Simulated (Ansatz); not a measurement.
Consider the ligand exchange at a B–C bond: `BC[SiH2]BO` + `N[SiH2][TeH]` → `B[Te][SiH2]N` + `C[SiH2]BO`.

Program: Ansatz. Geometries: PBE0-D4/def2-TZVP. ΔE: electronic, gas phase. CCSD(T)/CBS adds triple-zeta CCSD(T) − MP2 to the extrapolated MP2 energy (def2 sets, frozen cores). def2 core potentials past Kr. For Te outer-core shells are correlated without core-valence functions, which leaves a few kJ/mol of doubt a bond. Each species was taken in one conformer, which may not be the lowest.

`BC[SiH2]BO`:

Z-matrix (Å, degrees):
```
Si
C 1 1.915
B 1 2.533 2 37.0
B 1 2.025 2 112.6 3 128.0
H 1 1.489 2 110.0 3 -105.6
H 1 1.501 2 108.7 3 9.4
H 2 1.090 1 106.3 3 120.0
H 2 1.091 1 106.8 3 -120.3
H 3 1.199 1 109.3 2 114.2
H 3 1.199 1 106.5 2 -116.4
O 4 1.350 1 117.9 2 -8.8
H 4 1.205 1 122.5 2 172.0
H 11 0.962 4 114.0 1 -178.7
```

`N[SiH2][TeH]`:

```xyz
8

N    -1.171   -0.649   -0.408
Si    0.279    0.248   -0.572
Te    1.998    0.051    1.251
H    -1.126   -1.652   -0.312
H    -1.908   -0.272    0.168
H    -0.117    1.670   -0.702
H     1.027   -0.231   -1.760
H     1.018    0.834    2.335
```

`B[Te][SiH2]N`:

Cartesian coordinates in Å:
```
B -2.112 -0.065 0.568
Te -0.576 -0.112 2.000
Si 1.373 -0.012 0.374
N 0.969 0.103 -1.284
H -1.859 -0.007 -0.596
H -3.230 -0.097 0.978
H 2.168 1.183 0.749
H 2.158 -1.253 0.580
H 0.554 0.956 -1.628
H 0.555 -0.695 -1.742
```

`C[SiH2]BO`:

```xyz
11

C    -0.810    1.380   -0.563
Si   -0.324    0.222    0.831
B     0.845   -1.324    0.240
O     1.176   -1.427   -1.068
H     0.078    1.816   -1.026
H    -1.357    0.839   -1.338
H    -1.443    2.193   -0.202
H     0.396    0.981    1.899
H    -1.550   -0.336    1.482
H     1.257   -2.157    1.011
H     1.731   -2.187   -1.268
```

| species | MP2/def2-TZVPP energy (Eh) |
| --- | --- |
| `BC[SiH2]BO` | -456.53346 |
| `N[SiH2][TeH]` | -614.18998 |
| `B[Te][SiH2]N` | -639.56545 |
| `C[SiH2]BO` | -431.17972 |

Q: Work out ΔE.

A: ΔE = (-639.56545) + (-431.17972) − (-456.53346) − (-614.18998) = -0.02173 Eh = -13.6 kcal/mol. CCSD(T)/CBS gives -12.6 kcal/mol.

Largest T1 diagnostic among the species: 0.014.

In def2-TZVPP, CCSD(T) changes the Hartree–Fock value by −1.1 kcal/mol (the triples alone add −0.6 kcal/mol) and MP2 by −1.9 kcal/mol.
